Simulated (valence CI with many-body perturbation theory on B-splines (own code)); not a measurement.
# Forbidden lines of Lu XXI

Calculated by valence CI with perturbative core correlation (CI+MBPT): five valence electrons over a frozen Dirac-Fock core [Kr] 4d10, radial functions for each j: 7 s, 7 p, 7 d, 7 f, 4 g, 2 h, with the one-electron correlation potential Σ1 (screened to all orders), the two-electron term Σ2, the three-electron term Σ3, Breit, model QED; selected single and double excitations, second order for the rest (own B-spline code, finite nucleus).

No measured spectrum was set against this ion. As an estimate, terms of the open shell hold to a few per cent of their energy, and close levels can change places. Core correlation moves these levels by up to 2900 cm⁻¹, and in measured spectra 5 to 20 % of such shifts remained as error; rates that hang on mixing are uncertain with them. Among the levels kept, up to 900 cm⁻¹ of a level comes from second order outside the variational space, and about a tenth of that is noise between levels of different J, which matters for small intervals. Only levels of the ground parity were solved; by the run's estimate the other parity begins above the list, which can be wrong where configurations are misplaced.

Lines 51 to 100 of 120 in falling wavelength, among levels below 9.686 eV, chosen from the decays that carry over 1 % of a level's rate. Wavelengths and rates use the calculated energies, so an error of 2000 cm⁻¹ moves a line at 523.9 nm by 10 % and its rate by three times that or more. S is in atomic units (e²a₀⁴ for E2 and M2, e²a₀⁶ for E3), for M1 in squared Bohr magnetons. Weak lines are less certain than strong ones. Lines between different terms over intervals too small for the method are left out, as are lines whose strength nearly cancels. Where a level lies close to another of its J and parity, the split of strength between their lines is uncertain.

Names give the largest LS component (configuration and term), which can be under half, so a name can repeat, a term be missing and a line seem to break the LS rules; names also repeat where a configuration has a term twice. Letters in brackets count levels of one name in rising energy.

```tsv
λ vac (nm)	Upper	Lower	Type	A (s⁻¹)	S (a.u.)
523.9	4f5 4G°_5/2 [a]	4f5 6F°_5/2	M1	4.51e+01	1.44e+00
522.5	4f5 6F°_5/2	4f5 6H°_5/2	M1	2.12e+01	6.74e-01
513.2	4f5 4M°_15/2	4f5 6H°_13/2	M1	8.33e+00	6.68e-01
513.1	4f5 4L°_15/2	4f5 4M°_15/2	M1	2.75e+01	2.20e+00
502.6	4f5 4G°_5/2 [a]	4f5 6F°_3/2	M1	7.36e+01	2.08e+00
485.4	4f5 4L°_13/2 [a]	4f5 6H°_15/2	M1	1.26e+00	7.50e-02
484.3	4f5 4F°_5/2	4f5 4G°_5/2 [a]	M1	5.23e+01	1.32e+00
471.3	4f5 6P°_3/2	4f5 4G°_5/2 [a]	M1	1.16e+01	1.81e-01
458.9	4f5 4G°_9/2	4f5 6F°_11/2	M1	1.22e+01	4.38e-01
410.4	4f5 4F°_3/2	4f5 6F°_5/2	M1	3.18e+00	3.26e-02
409.6	4f5 4G°_7/2 [a]	4f5 6F°_7/2	M1	3.86e+01	7.86e-01
402.9	4f5 4M°_17/2	4f5 6H°_15/2	M1	7.89e+00	3.44e-01
398.9	4f5 4L°_13/2 [a]	4f5 6H°_13/2	M1	6.25e+01	2.06e+00
397.7	4f5 4F°_3/2	4f5 6F°_1/2	M1	1.43e+02	1.33e+00
397.3	4f5 4F°_3/2	4f5 6F°_3/2	M1	5.78e+01	5.37e-01
363.7	4f5 4I°_11/2	4f5 6F°_11/2	M1	3.11e+00	6.66e-02
362.4	4f5 4H°_7/2	4f5 4G°_5/2 [a]	M1	2.54e+01	3.58e-01
359.7	4f5 4G°_9/2	4f5 6F°_9/2	M1	5.50e+00	9.48e-02
358.4	4f5 4P°_5/2	4f5 6F°_7/2	M1	7.06e+01	7.23e-01
357.8	4f5 4H°_11/2	4f5 6F°_11/2	M1	1.15e+01	2.34e-01
337.8	4f5 4K°_15/2 [a]	4f5 6H°_15/2	M1	6.27e+01	1.43e+00
330.2	4f5 4L°_13/2 [a]	4f5 6H°_11/2	M1	4.39e+01	8.20e-01
327.6	4f5 4K°_11/2	4f5 6H°_11/2	M1	6.87e+01	1.07e+00
311.6	4f5 4G°_5/2 [a]	4f5 6H°_7/2	M1	1.27e+02	8.53e-01
302.6	4f5 4P°_5/2	4f5 6F°_5/2	M1	6.96e+01	4.29e-01
298.4	4f5 4I°_11/2	4f5 6F°_9/2	M1	6.77e+00	8.00e-02
296.2	4f5 4G°_9/2	4f5 6F°_7/2	M1	6.22e+00	5.99e-02
295.4	4f5 4P°_5/2	4f5 6F°_3/2	M1	1.32e+01	7.59e-02
294.4	4f5 4H°_11/2	4f5 6F°_9/2	M1	1.05e+01	1.19e-01
293.5	4f5 4K°_15/2 [a]	4f5 6H°_13/2	M1	1.72e+01	2.57e-01
289.8	4f5 4L°_15/2	4f5 6H°_15/2	M1	5.46e+01	7.88e-01
289.1	4f5 4F°_5/2	4f5 6F°_7/2	M1	2.17e+01	1.16e-01
281.1	4f5 4I°_9/2	4f5 6H°_9/2	M1	5.09e+01	4.19e-01
281.1	4f5 4H°_7/2	4f5 6F°_9/2	M1	7.38e+01	4.86e-01
276.0	4f5 4K°_11/2	4f5 6H°_9/2	M1	9.77e+01	9.14e-01
275.9	4f5 4D°_7/2	4f5 6F°_9/2	M1	6.11e+01	3.81e-01
274.0	4f5 4G°_7/2 [a]	4f5 6H°_9/2	M1	1.57e+02	9.57e-01
261.6	4f5 4G°_5/2 [a]	4f5 6H°_5/2	M1	1.32e+02	5.25e-01
259.2	4f5 4L°_13/2 [b]	4f5 6H°_13/2	M1	5.68e+01	5.13e-01
257.7	4f5 4K°_13/2	4f5 6H°_15/2	M1	3.25e+00	2.89e-02
256.6	4f5 4L°_15/2	4f5 6H°_13/2	M1	4.99e+01	5.00e-01
251.6	4f5 4F°_5/2	4f5 6F°_5/2	M1	4.10e+00	1.45e-02
249.4	4f5 2P°_1/2	4f5 6F°_1/2	M1	6.07e+01	6.99e-02
249.3	4f5 2P°_1/2	4f5 6F°_3/2	M1	1.90e+02	2.18e-01
249.1	4f5 4G°_9/2	4f5 6H°_11/2	M1	8.55e+01	4.90e-01
248.1	4f5 6P°_3/2	4f5 6F°_5/2	M1	5.92e+00	1.34e-02
246.6	4f5 4F°_5/2	4f5 6F°_3/2	M1	5.06e+00	1.69e-02
246.2	4f5 4I°_11/2	4f5 6H°_13/2	M1	1.85e+00	1.23e-02
243.4	4f5 6P°_3/2	4f5 6F°_1/2	M1	6.99e+00	1.49e-02
243.2	4f5 6P°_3/2	4f5 6F°_3/2	M1	3.15e+01	6.72e-02
```
